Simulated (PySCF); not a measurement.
A structure optimised at B3LYP-D3(BJ)/def2-SVP, used in a PySCF frequency run:

```xyz
13

C      1.3223    -0.9742    -0.2877
C      1.5604     0.2461     0.2179
O      0.6251     1.1719     0.5700
Si    -0.9804     0.9503     0.0927
N     -1.1289    -0.7559    -0.0719
C     -0.0282    -1.6000    -0.5253
H      2.1920    -1.5869    -0.5375
H      2.5818     0.6023     0.3860
H     -1.1613     1.7574    -1.1503
H     -1.9048     1.4592     1.1388
H     -2.0295    -1.2192    -0.0381
H     -0.1173    -1.8671    -1.6013
H     -0.0606    -2.5644     0.0182
```
Charge 0, spin multiplicity 1.

Write its SMILES and formula.

C1=CO[SiH2]NC1, C₃H₇NOSi

What are its rotational constants (standard atomic weights)?

4.3608, 3.4478, 2.0249 GHz
